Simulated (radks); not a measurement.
Results of a calculation; reference values are marked as such.
Q: Ionisation of Be2+, [He], to Be3+, 1s1, under several functionals. Non-relativistic Kohn-Sham, spin-polarised, spherical densities, point nucleus; open shells are filled with parallel spins first; a radial shooting solver on a logarithmic mesh with Libxc functionals. Known Delta-SCF values: revPBE 153.85 eV. What does BLYP give, and what is its highest occupied eigenvalue?

A: 154.03 eV by Delta-SCF; the 1s eigenvalue is -132.68 eV. NIST: 153.90 eV (theoretical).
